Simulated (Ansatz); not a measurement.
C7H7, doublet, at a GFN2-xTB geometry. Base run: SVWN5/def2-SVP run with Ansatz (a program for electronic structure).

Ansatz was given this input:
Ansatz 0.2 input:
```yaml
crystal:
  periodic: [false, false, false]
  atoms:
    - {symbol: C, position_ang: [2.36069093, -0.21824476, 0.05084697]}
    - {symbol: C, position_ang: [0.98821196, -0.09135973, 0.02128512]}
    - {symbol: C, position_ang: [0.36211980, 1.18191722, -0.09473152]}
    - {symbol: C, position_ang: [-1.00389933, 1.29830754, -0.12331928]}
    - {symbol: C, position_ang: [-1.81299592, 0.16761062, -0.03905016]}
    - {symbol: C, position_ang: [-1.22914590, -1.09186356, 0.07522167]}
    - {symbol: C, position_ang: [0.13502389, -1.22787791, 0.10543951]}
    - {symbol: H, position_ang: [3.00174025, 0.64238924, -0.01294849]}
    - {symbol: H, position_ang: [2.82985766, -1.18151771, 0.13855539]}
    - {symbol: H, position_ang: [0.98887353, 2.05936443, -0.16014177]}
    - {symbol: H, position_ang: [-1.46011120, 2.27413088, -0.21190846]}
    - {symbol: H, position_ang: [-2.88758400, 0.26695578, -0.06219573]}
    - {symbol: H, position_ang: [-1.85980917, -1.96720581, 0.14040063]}
    - {symbol: H, position_ang: [0.58700044, -2.20505324, 0.19408455]}
basis:
  gaussian:
    orbitals: def2-SVP
hamiltonian:
  xc: {name: SVWN5}
magnetization: {spin_polarized: true, initial_magnetization: 1}
```

The base run was repeated with changes; each row names its change, and settings that it needs were set with it.

```tsv
change	ΔE vs base (µEh)
base	0.0
final_grid = 10, 20, 41	0.6
lower_state_search = full	0.0
lower_state_search = off	0.0
nuclear_model = gaussian	21.7
point_charge = charge:1.0 position_ang:1.829, -2.4259, -5.2017	-3928
fitting.mean_field = def2-universal-JKFIT	-91.0
final_grid = 4, 8, 17	-194
accuracy = high	4.3
point_charge = charge:0.5 position_ang:3.2335, -4.6685, 2.0715	40.9
forces = on	0.0
```
